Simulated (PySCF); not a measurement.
Cd(Me)(SMe) (C₂H₆CdS), SMILES C[S][Cd][CH3].

Geometry optimised at r2SCAN-D4/def2-SVP. The geometry has at least one imaginary mode, so it is a saddle point at that level. The def2 effective core potentials stand for the cores of Cd; spin–orbit coupling is left out. The values are those of a single conformer.

Method: M06-2X/def2-TZVP run with PySCF.

The total energy comes out as -645.69735 hartree and the highest occupied level is -7.46 eV. The lowest empty level comes out as -0.23 eV. The orbital gap is 7.22 eV, the dipole moment is 2.03 D and the quadrupole, principal values (traceless, Buckingham form, about the centre of nuclear charge) is -9.63, 1.71, 7.92 D·Å. The mean static polarisability is 76.7 bohr³ (11.36 Å³) and the polarisability, principal values is 56.1, 64.1, 109.8 bohr³.
